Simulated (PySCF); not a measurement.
# Ionising AlSn

UHF-CCSD(T); PySCF, spin-free X2C with a Gaussian nucleus, basis sets Al x2c-SVPall, Sn x2c-SVPall. Neutral (UHF): quartet (σ ↑, π ↑↑), Re = 2.671 Å, ωe = 270 cm⁻¹, De = 2.00 eV.

AlSn⁺ (UHF): triplet (σ ↑, π ↑), Re = 3.074 Å, ωe = 145 cm⁻¹, De = 0.90 eV to Al⁺ + Sn. The energies at the minima are -6415.49277 hartree for AlSn and -6415.24242 for AlSn⁺.

**Question.** Work out the adiabatic ionisation energy, without and with harmonic zero-point energies (1 hartree = 27.2114 eV, 1 eV = 8065.5 cm⁻¹), and the change of the bond length.

**Answer.** At UHF-CCSD(T): 0.25035 hartree = 6.812 eV between the minima; the zero-point term (145.0 − 270.0)/2 cm⁻¹ = -0.008 eV makes it 6.805 eV. Re changes by +40.3 pm against the neutral. The electron leaves a π orbital, and the ion is left as a loose complex of an ion and an atom.

Correlated steps freeze 23 core orbitals. Correlated levels converge slowly with the basis: in double zeta they bind strong bonds too weakly, by up to about 1 eV, and carry superposition errors of some tenths. These are scalar-relativistic numbers at best; spin–orbit coupling would shift them, the dissociation energy most. For an ion De counts to the pair picked by the measured ionisation energies or electron affinities, which need not be the lowest pair at this level. States were picked by a PBE0 search and need not be the measured ground states.
